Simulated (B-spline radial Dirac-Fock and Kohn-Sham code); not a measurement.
# W 5p1/2: cross section and angular parameters

System: atomic tungsten, configuration [Xe] 4f14 5d4 6s2; threshold 55.40 eV (orbital energy of the model). The computed values come from a B-spline atomic structure program: Dirac-Hartree-Slater photoionisation with a Latter tail; cross sections with all multipoles, angular parameters from the dipole term and its interference with E2.

The run's input, task.json:

```json
{"items": [{
  "Z": 74,
  "q": 0,
  "cfg": [[1, 0, 2], [2, 0, 2], [2, 1, 6], [3, 0, 2], [3, 1, 6], [3, 2, 10], [4, 0, 2], [4, 1, 6], [4, 2, 10], [4, 3, 14], [5, 0, 2], [5, 1, 6], [5, 2, 4], [6, 0, 2]],
  "A": 184,
  "rrms": 5.3658,
  "do": "xps",
  "hv": [63.6, 80, 108.0, 114.0, 150, 200, 253.0, 255.0, 266.0, 300, 328.0, 344.0, 484.0, 753.0, 919.0, 935.0, 1000, 1180.0, 1253.6, 1460.0, 1486.9, 2540.0, 3080.0, 3750.0, 3820.0, 4060.0, 6120.0, 8400.0, 13000.0, 15000],
  "edges": {"K": 69525.0, "L1": 12100.0, "L2": 11544.0, "L3": 10207.0, "M1": 2820.0, "M2": 2575.0, "M3": 2281.0, "M4": 1872.0, "M5": 1809.0, "N1": 594.1, "N2": 490.4, "N3": 423.61, "N4": 255.9, "N5": 243.5, "O1": 75.6}
}]}
```

Launch: `python xray2_run.py task.json out`

For linearly polarised light dσ/dΩ = σ/(4π) [1 + β P₂(cos θ) + (δ + γ cos²θ) sin θ cos φ], with θ from the polarisation vector and φ the angle between the beam and the projection of the electron momentum on the plane normal to the polarisation.

```
hν (eV)  σ (kb)       β       γ       δ
   63.6    1880   1.916  -0.038  -0.003
     80     848   1.893   0.073  -0.012
    108     276   1.406   0.405  -0.030
    114     227   1.278   0.437  -0.031
    150    93.7   0.507   0.371  -0.020
    200    47.9  -0.025   0.067   0.017
    253    33.6   0.040  -0.062   0.039
    255    33.3   0.048  -0.063   0.040
    266    31.7   0.097  -0.063   0.042
    300    27.9   0.265  -0.034   0.045
    328    25.6   0.406   0.009   0.044
    344    24.5   0.482   0.036   0.043
    484    18.0   0.971   0.251   0.029
    753    11.6   1.381   0.381   0.011
    919    9.25   1.497   0.366   0.005
    935    9.06   1.505   0.362   0.005
   1000    8.36   1.536   0.347   0.004
   1180    6.79   1.598   0.295   0.001
 1253.6    6.28   1.617   0.272   0.000
   1460    5.11   1.656   0.209  -0.002
 1486.9    4.98   1.660   0.201  -0.002
   2540    2.21   1.718   0.006  -0.004
   3080    1.59   1.718  -0.018  -0.005
   3750    1.12   1.709  -0.003  -0.005
   3820    1.09   1.708   0.001  -0.005
   4060   0.970   1.703   0.016  -0.005
   6120   0.434   1.653   0.230  -0.003
   8400       ?       ?       ?       ?
  13000  0.0821   1.496   1.074   0.025
  15000  0.0582   1.458   1.284   0.036
```

Question: Give the values at 8400 eV.

Answer: σ = 0.222 kb, β = 1.596, γ = 0.522, δ = 0.004.
